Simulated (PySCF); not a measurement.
How methods differ on the excitation energy of Au

Au [Xe] 4f14 5d10 6s1 (2S) → Au [Xe] 4f14 5d10 6p1 (2P), as a difference of total energies. Computed with PySCF 2.14 in ANO-RCC-VTZP, with the spin-free X2C one-electron Hamiltonian (Gaussian nucleus). Correlated levels: valence: [Xe] 4f14 frozen; valence and next inner shell: [Kr] 4d10 4f14 frozen. The calculations carry no spin-orbit coupling.

| method | excitation energy (eV) |
| --- | --- |
| UHF | 4.751 |
| LDA | 5.585 |
| PBE | 5.416 |
| PBE0 | 5.306 |
| r2SCAN | 5.402 |
| PBEsol | 5.463 |
| BLYP | 5.462 |
| M06-2X | 5.079 |
| MP2 (valence) | 5.499 |
| SCS-MP2 (valence) | 5.457 |
| MP2 (valence and next inner shell) | 5.574 |
| SCS-MP2 (valence and next inner shell) | 5.500 |

Errors of the correlated levels include the incompleteness of this basis and the frozen core.

The basis was made for the ground configuration and has no added diffuse functions, so the excitation energy can come out too high.

Q: Which method comes closest to the reference value, and which is furthest?

A: The reference is 4.947 eV (measured; NIST levels, between the centres of gravity of the two terms). Closest: M06-2X (error 0.132 eV); furthest: LDA (error 0.638 eV).
